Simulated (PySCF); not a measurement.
**Electron correlation in Sn+ (tin, charge +1)**

[Kr] 4d10 5s2 5d1, 2D determinant (an excited configuration). All numbers are calculated (PySCF 2.14, the spin-free X2C one-electron Hamiltonian (Gaussian nucleus), in aug-cc-pwCVTZ-DK3 (10s9p7d4f1g, 109 functions)). Frozen: [Ar] 3d10; 21 electrons correlated.

MP2 pair energies summed by pair of shells (mhartree):

| pair | energy | share (%) |
| --- | --- | --- |
| 4d-4d | -336.70 | 46.9 |
| 4p-4d | -137.41 | 19.1 |
| 4d-5s | -97.18 | 13.5 |
| 4p-4p | -42.96 | 6.0 |
| 4s-4d | -28.21 | 3.9 |
| 5s-5s | -25.30 | 3.5 |
| 4s-4p | -16.41 | 2.3 |
| 5s-5d | -12.78 | 1.8 |
| 4p-5s | -10.43 | 1.5 |
| 4d-5d | -6.06 | 0.8 |
| 4s-4s | -3.39 | 0.5 |
| 4s-5s | -1.18 | 0.2 |
| 4p-5d | -0.33 | 0.0 |
| 4s-5d | -0.06 | 0.0 |

Total MP2 correlation energy: -718.40 mhartree.

Same-spin part -242.25 and opposite-spin part -476.15 mhartree; SCS-MP2 scales them by 1/3 and 6/5 to -652.13 mhartree.
